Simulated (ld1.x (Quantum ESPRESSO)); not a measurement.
# copper: one change to an RRKJ potential, before and after

copper (Cu), norm-conserving RRKJ (Kleinman–Bylander form), made with ld1.x (Quantum ESPRESSO) 7.5 (PBE, scalar-relativistic). Core [Ne] 3s2, reference 3p6 3d10 4s1 4p0. Waves: 3p (bound): rc 1.05 bohr; 3d (bound): rc 0.75 bohr; 4s (bound): rc 2.45 bohr. Local part: the s channel. Core correction: none.

Change: core correction a·sin(br)/r model core inside 0.30 bohr.

Cutoffs: the cutoffs (Ry, on a coarse ladder) from which the occupation-weighted sum of valence levels, in a spherical-Bessel basis at the reference potential, stays within 10 and 1 mRy of its value at 400 Ry; they do not see the model core or the augmentation charge, which bear on the density cutoff. Errors are all-electron minus pseudo energies relative to the spin-unpolarised reference configuration.

Q: Predict the effect on cutoff, ghosts and configuration errors.

A: Of the 7 tests that both files solve, the error grows in 1 and shrinks in 0 by more than 15 % and 0.3 meV (median size 190.6 → 193.8 meV); neither file shows a bound ghost at the reference potential, the only one tested. A model core, the more so a compact one, raises the density cutoff, which this test does not measure.

```tsv
quantity	base	changed
cutoff, loose	300 Ry	300 Ry
cutoff, tight	over 300 Ry	over 300 Ry
bound ghosts	none	none
error for 3p6 3d10 4s0 4p0, meV [ΔE 8.15 eV]	-13	-15
error for 3p6 3d9 4s0 4p0, meV [ΔE 29.48 eV]	-176	-190
error for 3p6 3d8 4s0 4p0, meV [ΔE 68.50 eV]	-1080	-1129
error for 3p6 3d9 4s1 4p0, meV [ΔE 11.58 eV]	-154	-158
error for 3p5 3d10 4s1 4p0, meV [ΔE 79.53 eV]	-274	-279
error for 3p6 3d10 4s0 4p1, meV [ΔE 4.14 eV]	-434	-435
error for 3p6 3d9 4s2 4p0, meV [ΔE 1.97 eV]	-191	-194
s: phases at 2.65 bohr within 0.05 rad from the reference energy up to (Ry; the scan ends near 5)	2.1	2.1
p: phases at 2.65 bohr within 0.05 rad from the reference energy up to (Ry; the scan ends near 5)	-0.7	-0.7
d: phases at 2.65 bohr within 0.05 rad from the reference energy up to (Ry; the scan ends near 5)	0.8	0.8
```

Base: These tests converged, but a pseudo level misses the all-electron one widely, so the file describes the atom poorly there or has found another state: 3p6 3d8 4s0 4p0: empty 4p by 3.3 eV. Changed file: These tests converged, but a pseudo level misses the all-electron one widely, so the file describes the atom poorly there or has found another state: 3p6 3d8 4s0 4p0: empty 4p by 3.3 eV.
